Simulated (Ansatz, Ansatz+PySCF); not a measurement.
```json
{"atom": "O", "x (Å)": "0.0000", "y (Å)": "0.0000", "z (Å)": "-0.1085"}
{"atom": "H", "x (Å)": "0.0000", "y (Å)": "0.0000", "z (Å)": "0.8679"}
{"atom": "Li", "x (Å)": "30.0000", "y (Å)": "0.0000", "z (Å)": "-1.4381"}
{"atom": "H", "x (Å)": "30.0000", "y (Å)": "0.0000", "z (Å)": "4.3142"}
```

Basis set: 6-31G (spherical functions). Left uncorrelated: 1 orbital. Correlation on ROHF uses semicanonical orbitals with singles. Charge 0, multiplicity 2.

Computed with Ansatz (development build ahead of 0.2.0); each method stands on the lowest determinant of its kind that the runs found.

Problem. Give the atomization energy at this shape (free ground-state atoms in the same class of orbitals less the molecule, no zero-point energy) of doublet LiH₂O in separate pieces by UHF-CCSD(T), UHF-MP2, ROHF-MP2, UHF, ROHF.

Solution.

```csv
method,atomization energy
UHF-CCSD(T),3.41 eV
UHF-MP2,3.36 eV
ROHF-MP2,2.01 eV
UHF,2.30 eV
ROHF,-1.08 eV
```

Caution for UHF-CCSD(T), UHF-MP2: bonds are stretched, where a single reference can fail. Caution for UHF-CCSD(T), UHF-MP2, UHF: the unrestricted determinant is a mixture of spin states. Caution for ROHF-MP2, ROHF: an unrestricted determinant lies well below. Caution for ROHF-MP2: large amplitudes, a single reference is doubtful. Caution for ROHF: the molecule lies well above its atoms at this level.

This basis has no polarisation functions and is too small for such energies, which can lie far from measured ones in either direction.
